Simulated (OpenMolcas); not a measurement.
**Tb IV: from CASSCF to CASPT2**

| Quantity | Value |
| --- | --- |
| Program | OpenMolcas |
| Basis | ANO-RCC-VTZP [8s7p5d3f2g1h] |
| Scalar Hamiltonian | DKH2, point nucleus |
| Active space | 8 electrons in 7 orbitals (4f) |
| State averaging | 2S+1 = 7 even, 7 roots; 2S+1 = 5 even, 140 roots (105 in the spin-orbit step); 2S+1 = 3 even, 259 roots kept (CI in the orbitals of an earlier block, 141 in the spin-orbit step); 2S+1 = 1 even, 121 roots kept (CI in the orbitals of an earlier block, 47 in the spin-orbit step) |
| Spin-orbit coupling | state interaction with AMFI integrals over the reference wave functions, term energies averaged over their components |

Methods on the same reference wave functions:
A. CASSCF
B. SS-CASPT2, IPEA 0.25 Eh, imaginary shift 0.1 Eh (closed shells correlated: 5s 5p)
C. MS-CASPT2, IPEA 0.25 Eh, imaginary shift 0.1 Eh (closed shells correlated: 5s 5p)

Energies in cm⁻¹ above 4f⁸ ⁷F₆, the measured ground level; measured values from Martin, Zalubas and Hagan, Atomic Energy Levels: The Rare-Earth Elements, NSRDS-NBS 60 (1978).

```csv
Level,A,B,C,Measured
4f⁸ ⁷F₆,0.0,0.0,0.0,0.0
4f⁸ ⁷F₅,2091,2120,2120,2052
4f⁸ ⁷F₄,3449,3430,3430,3314
4f⁸ ⁷F₃,4480,4440,4440,4292
4f⁸ ⁷F₂,5217,5170,5170,4978
4f⁸ ⁷F₁,5701,5650,5650,5432
4f⁸ ⁷F₀,5941,5880,5880,5654
4f⁸ ⁵D₄(1),23572,20480,20480,
4f⁸ ⁵D₃(1),29503,26450,26450,
4f⁸ ⁵L₁₀,30349,29320,29320,
4f⁸ ⁵G₆(1) [72 %],31395,28320,28320,
4f⁸ ⁵L₉,31812,30740,30740,
4f⁸ ⁵D₂(1),32053,28810,28810,
4f⁸ ⁵G₅(1),32524,29420,29420,
4f⁸ ⁵L₈,32625,31490,31490,
4f⁸ ⁵L₇,32944,31700,31700,
4f⁸ ⁵L₆,33114,31880,31880,
4f⁸ ⁵G₄(1),33324,30200,30200,
4f⁸ ⁵G₃(1),33803,30630,30630,
4f⁸ ⁵G₂(1),34095,30870,30870,
4f⁸ ⁵D₁(1),34418,31230,31230,
4f⁸ ⁵D₀(1),35296,32060,32060,
4f⁸ ⁵H₇(1),36678,33830,33830,
4f⁸ ⁵H₆(1) [70 %],38704,35770,35770,
```

Deviations, from unrounded energies. A percentage is the sum of absolute deviations over the sum of measured energies, with the sign that they share, or ± where signs differ.

| Against measurement | Levels | A | B | C |
| --- | --- | --- | --- | --- |
| mean absolute deviation (cm-1) | 6 | 190 | 160 | 160 |
| fine structure of the ground term (%) | 6 | +4.5 | +3.8 | +3.8 |

B, C lie about equally close to measurement and A furthest from it. The largest miss of C in the table is 4f⁸ ⁷F₀, by +230 cm-1. The ranking rests on the paired levels alone, and a cruder setting can come out closer through cancelling errors.

Between B and C no level of the table moves by more than 5 cm-1.

The two smallest mean deviations differ by little beside CASPT2's spread within terms, so their order carries little weight.

From A to B the spin-free energies of the other terms of 4f⁸ shown, above ⁷F, scale by factors of 0.87 to 0.96, as is usual when dynamic correlation screens the repulsion within a d or f shell.

The lowest spin-free term lies below A's lowest term by 0.630 hartree in B, 0.630 hartree in C.

Term energies are means over components that CASPT2 splits; among the terms shown or strongly mixed into the levels shown the widest spread is 130 cm-1 (4f⁸ ⁵I, B). High states are left out of the spin-orbit mixing, which shifts the levels that they would mix with. Without dynamic correlation excited terms often stand tens of per cent too high (terms of higher spin than the ground term too low), and those without a measured partner can miss by more than the paired ones (holds for A). Blocks of more than 70 roots (2S+1 = 5 even, 3 even) ran without multistate coupling (holds for C). Measured partners are found by configuration, term and J. A level has none where our copy of the source lacks it or the pairing is in doubt (some pairs that miss far off the trend of their configuration count as doubtful), and it then counts in no deviation. Only configurations of the active space appear. The table leaves out levels that lie high or whose names do not pair safely across all columns.

A share in square brackets marks a mixed level and gives the weight of the term that names it, the lowest over the columns. A number in round brackets counts repeated terms of one configuration in the order of the reference energies.
